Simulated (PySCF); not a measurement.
# Ionisation energy of In³⁶⁺ by level of theory

In³⁶⁺ [Ne] 3s2 3p1 [3p1/2^1, M_J = 1/2] → In³⁷⁺ [Ne] 3s2, as a difference of total energies. Calculation: PySCF 2.14, in an even-tempered Gaussian basis (18 s from 7 bohr⁻², ratio 2.4; 14 p from 9 bohr⁻², ratio 2.4; 4 d from 31 bohr⁻², ratio 2.6; 4 f from 47 bohr⁻², ratio 2.6); the two-component X2C-1e Hamiltonian. Correlated levels: 1s2 frozen; the 54 highest virtual spinors dropped. "Screened" scales the spin-orbit matrix elements by Boettger's factors to mimic the two-electron term; Breit and QED terms are absent.

| method | ionisation energy (eV) |
| --- | --- |
| GHF (spin-free) | 2360.0 |
| GMP2 (spin-free) | 2360.4 |
| GHF (screened spin-orbit) | 2396.9 |
| GMP2 (screened spin-orbit) | 2397.2 |

Breit and QED terms and the two-electron picture change are absent.

The spin-free rows lack the spin-orbit shift.

For comparison: 2373 ± 11 eV (semi-empirical (NIST evaluation); NIST Atomic Spectra Database, ionization energies).
